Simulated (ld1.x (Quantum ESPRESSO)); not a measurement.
u(r) = r·R(r): atom against pseudo-atom (As)

Columns: radius, all-electron u(r) and pseudo u(r) of the 4p shell (level -5.52 eV) of arsenic in the configuration [Ar] 3d10 4s1.5 4p3.5; PBE, scalar-relativistic, PAW scheme, ld1.x (Quantum ESPRESSO) 7.5.

```
r (bohr)  all-electron  pseudo
   0.118        0.1685  0.0087
   0.235       -0.0417  0.0339
   0.353       -0.2399  0.0744
   0.470       -0.2831  0.1269
   0.588       -0.2121  0.1889
   0.705       -0.0866  0.2558
   0.822        0.0547  0.3244
   0.940        0.1916  0.3919
   1.058        0.3129  0.4548
   1.175        0.4141  0.5104
   1.292        0.4959  0.5581
   1.410        0.5602  0.5975
   1.528        0.6080  0.6282
   1.645        0.6412  0.6505
   1.763        0.6625  0.6656
   1.880        0.6731  0.6736
   1.998        0.6752  0.6752
   2.115        0.6702  0.6702
   2.232        0.6596  0.6596
   2.350        0.6445  0.6445
   2.468        0.6259  0.6259
   2.585        0.6048  0.6048
   2.702        0.5820  0.5820
   2.820        0.5578  0.5578
   2.938        0.5329  0.5329
   3.055        0.5078  0.5078
```

Task: How many radial nodes do the two functions have?

Result: The all-electron 4p function has n − l − 1 = 2; the pseudo-wave has 0, since the states of the same l below it are removed with the core.

Task: At about which radius was the pseudo-wave matched?

Result: 2.00 bohr. The columns agree to 0.0005 from 1.88 bohr on; several derivatives are matched, so the curves merge somewhat inside the radius.

Task: Where does each function peak?

Result: Outermost all-electron maximum near 2.00 bohr, pseudo maximum near 2.00 bohr (to the table’s step).

Task: Is the pseudo-wave norm-conserving?

Result: No, it belongs to a PAW set: the norm inside the radius is not constrained, and the difference is carried by the augmentation charge.
